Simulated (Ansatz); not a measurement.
A structure relaxed at PBE0-D4/def2-TZVP in Ansatz, charge 1, doublet:

Cartesian coordinates in Å:
```
Cs 5.331 3.009 -1.638
Cs 1.394 -1.124 -0.612
Cs -3.540 -2.313 1.020
H -0.967 1.443 0.521
H -1.102 0.703 0.489
H -1.116 -1.717 0.221
```

Give its formula.

Cs₃H₃⁺ (the lowest doublet isomer of a short search).

Summarise the bond lengths by kind (pairs closer than 1.2 times the sum of covalent radii, bridged metal pairs left out).

1 × Cs–Cs 5.80 Å; 3 × Cs–H 2.62 to 3.28 Å.

In the def2 sets Cs takes a core potential; there is no spin–orbit coupling. In the doublet, H4 and H5 lie 0.75 Å apart (atoms count from 1), so H2 has formed as a molecule. The structure comes from a short search, and lower isomers may exist.
